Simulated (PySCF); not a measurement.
Method: PySCF with PBE-D3(BJ)/def2-TZVP. All species are isolated molecules in the gas phase. Excitations are Tamm–Dancoff values on a coarser integration grid. The basis has no diffuse functions, so Rydberg states are missing or too high.

Reference species (SMILES): `[Ga]([F])([F])[F]` (neutral, multiplicity 1).

```
Quantity                   Value
----------------------  --------
HOMO–LUMO gap            6.05 eV
S1 excitation (TDA)      6.19 eV
LUMO                    -3.58 eV
S1 oscillator strength     0.000
```

Changed species: `[F][Ga]([Cl])[Cl]` (2 of 3 F replaced by Cl; the reference has 0 of 3 F replaced by Cl).

### Question
Give the shifts of the HOMO–LUMO gap, S1 excitation (TDA), LUMO and S1 oscillator strength.

### Answer
the HOMO–LUMO gap falls by 0.94 eV, to 5.11 eV; the S1 excitation (TDA) drops by 0.90 eV, to 5.29 eV; the LUMO rises by 0.42 eV, to -3.16 eV; the S1 oscillator strength is nearly the same.
